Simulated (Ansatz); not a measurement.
Program: Ansatz. Geometries: PBE0-D4/def2-TZVP. ΔE: electronic, gas phase. CCSD(T)/CBS adds triple-zeta CCSD(T) − MP2 to the extrapolated MP2 energy (def2 sets, frozen cores). This one scheme is used for every species, atoms too. DFT in def2-TZVPP. Open shells (•) are unrestricted, without spin–orbit coupling. Spin–orbit coupling would lower the free atoms: a little for B, C, Si; clearly for Se. For Se outer-core shells are correlated without core-valence functions, so the limit isn't a true one: a few kJ/mol of doubt a bond, and 10 to 20 or more in all where bonds break to atoms. Scalar relativity is left out up to krypton. Each species was taken in one conformer, which may not be the lowest.

Reaction (atomization): `[SeH][SiH]1BC1` → B• + C• + 5 H• + Se• + Si•

`[SeH][SiH]1BC1`:

Z-matrix (Å, degrees):
```
Si
B 1 1.886
C 1 2.093 2 43.2
Se 1 2.267 2 124.5 3 114.1
H 1 1.479 2 126.9 3 -60.0
H 2 1.187 1 137.2 3 -135.9
H 3 1.093 1 82.3 2 -138.8
H 3 1.090 1 143.8 2 106.9
H 4 1.469 1 93.1 2 -162.0
```

CCSD(T)/CBS gives +2954.6 kJ/mol.

Another level gave +2993.0 kJ/mol. Which?
A. r2SCAN-D4/def2-TZVPP
B. revPBE/def2-TZVPP
C. ωB97M-V/def2-TZVPP
D. BHLYP/def2-TZVPP

A. r2SCAN-D4 2993.0, revPBE 2896.1, BHLYP 2857.9, ωB97M-V 2963.0 kJ/mol.

Largest T1 diagnostic among the species: 0.014.

From r2SCAN to r2SCAN0 (25 % exact exchange), in def2-TZVPP and without D4, ΔE moves by −42.3 kJ/mol: exact exchange takes away binding that semilocal exchange gives to molecules. Leaving LDA and LC-ωPBE aside and taking each functional with its dispersion term where it has one, the values, not all of them listed here, spread over 135.9 kJ/mol, from BHLYP-D4 to PBE-D4. LDA lies +390.5 kJ/mol from PBE without D4, its usual overbinding. In def2-TZVPP, CCSD(T) changes the Hartree–Fock value by +722.3 kJ/mol (the triples alone add +52.2 kJ/mol) and MP2 by +758.3 kJ/mol; breaking electron pairs costs correlation energy, which Hartree–Fock lacks.

For atomizations the MP2-based limit and the directly extrapolated one differ by several kJ/mol either way, and by 10 to 25 for some Ge, Se and Sn compounds, so smaller differences from it don't rank the levels.
